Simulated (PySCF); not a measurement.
C4H6F3O (doublet state).
Structure used (GFN2-xTB), in Å, numbered top down from 1:
```xyz
14
C4H6F3O angstrom
C     -1.6453   -1.0017   -0.1555
C     -0.4515   -0.1539    0.0563
C     -0.4325    1.3057   -0.1852
O      0.7549   -0.9023    0.0089
C      1.8907   -0.3259    0.3157
F      2.8507   -1.2453    0.3717
F      1.8914    0.3079    1.5058
F      2.3075    0.6010   -0.5723
H     -1.4021   -2.0362    0.0681
H     -2.0037   -0.9471   -1.1894
H     -2.4599   -0.6744    0.4904
H     -1.4475    1.6846   -0.1096
H     -0.0434    1.5524   -1.1811
H      0.1901    1.8347    0.5391
```

The hyperfine couplings belong to this conformer and change with its torsions.

Identity: `C(F)(O[C](C)C)(F)F` [radical].

Method used: UKS B3LYP, pcH-1 on C F H O, non-relativistic, mean-field spin-orbit, GIAO (PySCF). One conformer (not necessarily the lowest) at the GFN2-xTB geometry, without solvent, vibrations or thermal averaging. Couplings are sensitive to structure, and on GFN2-xTB geometries they can be far from those on DFT ones. The SCF solution wasn't tested for stability.

Match the computed a_iso(13C) values +154.5, -25.1 MHz (means over equivalent nuclei) with the sites C1/C3; C2.

| site | a_iso (MHz) | ρ(0) (bohr⁻³) | position | distance from C2 (Å) | spin population | largest \|T\| (MHz) |
| --- | --- | --- | --- | --- | --- | --- |
| C1/C3 | -25.1 | -0.0224 | 1 bond from C2 | 1.48 | -0.08 | 3.1 |
| C2 | +154.5 | +0.1374 | largest spin population | 0.00 | +0.92 | 169.6 |

ρ(0) is the spin density at the nucleus and T the dipolar tensor; entries for several nuclei are means. The Mulliken spin populations are largest on C2 (+0.92), C1 (-0.08), C3 (-0.07) and H13 (+0.06). No atom but C2 exceeds +0.15. The positive populations add up to 1.15 and the negative ones to -0.15, together 2S = 1. The angles at C2 add up to 356.0°, so it is nearly planar.

β density exceeds α density at some nuclei, such as C1/C3 (-0.0224), spin density in bohr⁻³. In a single determinant that takes different orbitals for the two spins, that is spin polarisation.

Nuclei that the bonding pattern makes equivalent are averaged, as if the motion that swaps them (rotation, inversion, ring flip) were fast. The six 1H nuclei of mean +67.5 MHz run from 3.2 to 129.1 MHz in the frozen geometry. The three 19F nuclei of mean +12.5 MHz run from -1.8 to 29.8 MHz in the frozen geometry.
